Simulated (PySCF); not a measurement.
Isomers of C2H9PSSi2.

All values: CAM-B3LYP/def2-SVPD (PySCF) at GFN2-xTB geometries, gas phase, one conformer each. Core orbitals are frozen in the response; Δα² is half the sum of the squared differences of the principal polarisabilities.

Question: Rank by polarisability anisotropy Δα, highest first.
A. `[PH2:1][SiH2:2][Si@H:3]1[CH2:4][CH2:5][S:6]1` with H–P1–Si2–Si3 78° and 171°, P1–Si2–Si3–C4 112°
B. `[PH2:1][SiH2:2][S:3][SiH:4]1[CH2:5][CH2:6]1` with H–P1–Si2–S3 65° and 158°, P1–Si2–S3–Si4 63°, Si2–S3–Si4–C5 -24°
C. `[SiH3:1]/[CH:2]=[CH:3]\[S:4][SiH2:5][PH2:6]` with C2–C3–S4–Si5 -171°, C3–S4–Si5–P6 -21°, S4–Si5–P6–H -160° and -67°
D. `[CH2:1]1[CH2:2][S:3][SiH2:4][PH:5][SiH2:6]1` with Si6–C1–C2–S3 78°, C1–C2–S3–Si4 -75°, C2–S3–Si4–P5 57°, S3–Si4–P5–Si6 -41°
E. `[SiH3:1]/[CH:2]=[CH:3]/[S:4][SiH2:5][PH2:6]` with C2–C3–S4–Si5 180°, C3–S4–Si5–P6 17°, S4–Si5–P6–H 160° and 67°
F. `[CH2:1]=[CH:2][Si@H:3]([PH2:4])[S:5][SiH3:6]` with C1–C2–Si3–P4 -10°, C2–Si3–P4–H 167° and 75°, C2–Si3–S5–Si6 151°

Answer: C (10.11 Å³), E (9.75 Å³), A (7.75 Å³), F (6.45 Å³), D (5.03 Å³), B (4.18 Å³).

Question: Rank by mean static polarisability, lowest first.
A. `[CH2:1]=[CH:2][Si@H:3]([PH2:4])[S:5][SiH3:6]` with C1–C2–Si3–P4 -10°, C2–Si3–P4–H 167° and 75°, C2–Si3–S5–Si6 151°
B. `[PH2:1][SiH2:2][S:3][SiH:4]1[CH2:5][CH2:6]1` with H–P1–Si2–S3 65° and 158°, P1–Si2–S3–Si4 63°, Si2–S3–Si4–C5 -24°
C. `[CH2:1]1[CH2:2][S:3][SiH2:4][PH:5][SiH2:6]1` with Si6–C1–C2–S3 78°, C1–C2–S3–Si4 -75°, C2–S3–Si4–P5 57°, S3–Si4–P5–Si6 -41°
D. `[SiH3:1]/[CH:2]=[CH:3]\[S:4][SiH2:5][PH2:6]` with C2–C3–S4–Si5 -171°, C3–S4–Si5–P6 -21°, S4–Si5–P6–H -160° and -67°

Answer: C (17.83 Å³), B (18.10 Å³), A (18.44 Å³), D (19.18 Å³).

All values together:

```json
{"SMILES": "[SiH3]/C=C/S[SiH2]P", "μ (D)": "1.56", "HOMO (eV)": "-7.84", "LUMO (eV)": "0.47", "α (Å³)": "19.36", "Δα (Å³)": "9.75"}
{"SMILES": "C1CS[SiH2]P[SiH2]1", "μ (D)": "1.56", "HOMO (eV)": "-7.89", "LUMO (eV)": "0.70", "α (Å³)": "17.83", "Δα (Å³)": "5.03"}
{"SMILES": "[SiH3]/C=C\\S[SiH2]P", "μ (D)": "2.00", "HOMO (eV)": "-7.88", "LUMO (eV)": "0.41", "α (Å³)": "19.18", "Δα (Å³)": "10.11"}
{"SMILES": "P[SiH2]S[SiH]1CC1", "μ (D)": "0.93", "HOMO (eV)": "-7.78", "LUMO (eV)": "0.69", "α (Å³)": "18.10", "Δα (Å³)": "4.18"}
{"SMILES": "C=C[Si@H](P)S[SiH3]", "μ (D)": "1.19", "HOMO (eV)": "-8.38", "LUMO (eV)": "0.33", "α (Å³)": "18.44", "Δα (Å³)": "6.45"}
{"SMILES": "P[SiH2][Si@H]1CCS1", "μ (D)": "1.44", "HOMO (eV)": "-7.84", "LUMO (eV)": "0.00", "α (Å³)": "18.63", "Δα (Å³)": "7.75"}
```

Conformers: `[SiH3:1]/[CH:2]=[CH:3]/[S:4][SiH2:5][PH2:6]` with C2–C3–S4–Si5 180°, C3–S4–Si5–P6 17°, S4–Si5–P6–H 160° and 67°; `[CH2:1]1[CH2:2][S:3][SiH2:4][PH:5][SiH2:6]1` with Si6–C1–C2–S3 78°, C1–C2–S3–Si4 -75°, C2–S3–Si4–P5 57°, S3–Si4–P5–Si6 -41°; `[SiH3:1]/[CH:2]=[CH:3]\[S:4][SiH2:5][PH2:6]` with C2–C3–S4–Si5 -171°, C3–S4–Si5–P6 -21°, S4–Si5–P6–H -160° and -67°; `[PH2:1][SiH2:2][S:3][SiH:4]1[CH2:5][CH2:6]1` with H–P1–Si2–S3 65° and 158°, P1–Si2–S3–Si4 63°, Si2–S3–Si4–C5 -24°; `[CH2:1]=[CH:2][Si@H:3]([PH2:4])[S:5][SiH3:6]` with C1–C2–Si3–P4 -10°, C2–Si3–P4–H 167° and 75°, C2–Si3–S5–Si6 151°; `[PH2:1][SiH2:2][Si@H:3]1[CH2:4][CH2:5][S:6]1` with H–P1–Si2–Si3 78° and 171°, P1–Si2–Si3–C4 112°.
